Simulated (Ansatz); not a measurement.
Li14⁺, relaxed as a doublet with UKS PBE/def2-SVP in Ansatz, starting from the GFN1-xTB geometry. Force threshold 0.02 eV/Å.

The structure comes from a short search, and lower isomers may exist.

Start:

Cartesian coordinates in Å:
```
Li -1.158 1.977 -3.266
Li 1.018 3.118 -2.370
Li -2.590 1.036 -1.335
Li 2.020 -0.402 -0.112
Li -1.635 1.444 1.270
Li 0.665 0.034 -2.848
Li 0.888 0.235 2.427
Li -0.640 -1.475 1.094
Li 0.025 -3.919 1.804
Li 2.007 -2.198 2.008
Li -0.046 1.437 -0.822
Li 1.076 -2.883 -0.417
Li -1.506 3.540 -1.045
Li -0.124 -1.945 3.611
```

| step | energy (eV) | largest force component (eV/Å) | SCF passes |
| --- | --- | --- | --- |
| 1 | -2849.0452 | 0.963 | 36 |
| 2 | -2850.0837 | 0.370 | 38 |
| 3 | -2850.4992 | 0.191 | 38 |
| 4 | -2850.6845 | 0.110 | 38 |
| 5 | -2850.7819 | 0.062 | 31 |
| 6 | -2850.8394 | 0.043 | 38 |
| 7 | -2850.8610 | 0.091 | 37 |
| 8 | -2850.8824 | 0.037 | 39 |
| 9 | -2850.8988 | 0.023 | 38 |
| 10 | -2850.9058 | 0.025 | 36 |
| 11 | -2850.9138 | 0.048 | 32 |
| 12 | -2850.9294 | 0.035 | 30 |
| 13 | -2850.9477 | 0.036 | 30 |
| 14 | -2850.9651 | 0.027 | 28 |
| 15 | -2850.9803 | 0.029 | 29 |
| 16 | -2850.9907 | 0.019 | 30 |
| 17 | -2850.9946 | 0.026 | 27 |
| 18 | -2850.9975 | 0.007 | 29 |
| 19 | -2850.9991 | 0.005 | 29 |
| 20 | -2850.9996 | 0.004 | 30 |

Force components are those of the run's own axes.

End:

```xyz
14

Li   -0.0554    1.9465   -3.2699
Li    1.6397    3.0352   -0.8284
Li   -2.8733    1.4479   -1.9394
Li    1.9407   -0.1919   -1.0983
Li   -2.2910    0.6373    1.2012
Li   -0.8160   -1.0998   -2.2830
Li    0.7435    1.2239    1.7204
Li   -0.1713   -1.4761    0.6658
Li    0.2527   -3.9698    2.0884
Li    2.2708   -1.6904    1.8060
Li   -0.4265    1.1511   -0.7573
Li    1.4885   -3.3351   -0.7417
Li   -1.3966    3.5333   -0.0775
Li   -0.3057   -1.2118    3.5135
```

Bonds lost: Li1–Li6, Li1–Li13, Li3–Li5, Li4–Li7, Li4–Li10, Li7–Li10 (atoms count from 1). Bonds formed: Li6–Li8, Li7–Li11, Li8–Li11 (atoms count from 1). Metal–metal contacts that move far: Li1–Li3 2.58 to 3.16 Å, Li1–Li2 2.61 to 3.17 Å, Li4–Li12 2.67 to 3.20 Å, Li7–Li14 2.68 to 3.20 Å. The end is the same structure that another start reached.

The force fell under the threshold at step 16, but the optimiser went on and released 0.009 eV more. No frequencies were taken in this run, so the end may be a saddle point.

It took 41 s on 4 threads of Intel Xeon 6975P-C on a shared host.
